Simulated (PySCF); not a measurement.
A structure optimised at PBE-D3(BJ)/def2-SVP, used in a PySCF frequency run:

```
N
C 1 1.4506
H 2 1.1100 1 111.06
H 2 1.1176 3 107.29 1 122.78
H 2 1.1176 3 107.29 4 114.44
C 1 1.4506 2 113.25 3 180.00
H 6 1.1100 1 111.06 2 180.00
H 6 1.1176 7 107.29 1 122.78
H 6 1.1176 7 107.29 8 114.44
Be 1 1.5057 2 123.37 3 0.00
F 10 1.4012 6 152.26 7 0.00
```
Charge 0, spin multiplicity 1.

**Question.** Write its SMILES, formula and point group.

**Answer.** C[N](C)[Be][F], C₂H₆BeFN, C2v

**Question.** What are its rotational constants (standard atomic weights)?

**Answer.** 9.3447, 2.7767, 2.2011 GHz
